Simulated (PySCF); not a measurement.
## Ionising SiI

UHF; Si def2-TZVPPD, I def2-TZVPPD with ECP28; scalar-relativistic core potentials (PySCF 2.14). Neutral (UHF): doublet (π ↑), Re = 2.477 Å, ωe = 349 cm⁻¹, De = 2.00 eV, HOMO -7.95 eV, LUMO -0.26 eV.

SiI⁺ (RHF): singlet (closed shell), Re = 2.314 Å, ωe = 465 cm⁻¹, De = 2.66 eV to Si⁺ + I. The energies at the minima are -585.58317 hartree for SiI and -585.32659 for SiI⁺.

Q: Work out the adiabatic ionisation energy, without and with harmonic zero-point energies (1 hartree = 27.2114 eV, 1 eV = 8065.5 cm⁻¹), and the change of the bond length.

A: At HF: 0.25658 hartree = 6.982 eV between the minima; the zero-point term (465.0 − 349.0)/2 cm⁻¹ = +0.007 eV makes it 6.989 eV. Re changes by -16.3 pm against the neutral. The electron leaves a π orbital, and the shorter bond of the ion fits an antibonding orbital, or a change in how ionic the bond is.

SiI⁻ (UHF): triplet (π ↑↑), Re = 2.762 Å, ωe = 200 cm⁻¹. The energies at the minima are -585.58317 hartree for SiI and -585.63020 for SiI⁻.

Q: Work out the adiabatic electron affinity, without and with harmonic zero-point energies (1 hartree = 27.2114 eV, 1 eV = 8065.5 cm⁻¹), and the change of the bond length.

A: At UHF: 0.04703 hartree = 1.280 eV between the minima; the zero-point term (349.0 − 200.0)/2 cm⁻¹ = +0.009 eV makes it 1.289 eV. Re changes by +28.5 pm against the neutral. The electron enters a π orbital, and the ion is left as a loose complex of an ion and an atom.

These are scalar-relativistic numbers at best; spin–orbit coupling would shift them, the dissociation energy most. For an ion De counts to the pair picked by the measured ionisation energies or electron affinities, which need not be the lowest pair at this level. Where the molecule has an RHF reference, its open-shell atoms are computed with UHF. Hartree–Fock leaves out correlation, which carries a large part of most bond energies and some tenths to 1 eV of ionisation energies. States were picked by a PBE0 search and need not be the measured ground states.

Neutral and ion stand on different kinds of reference determinant, which adds to the error of the difference.
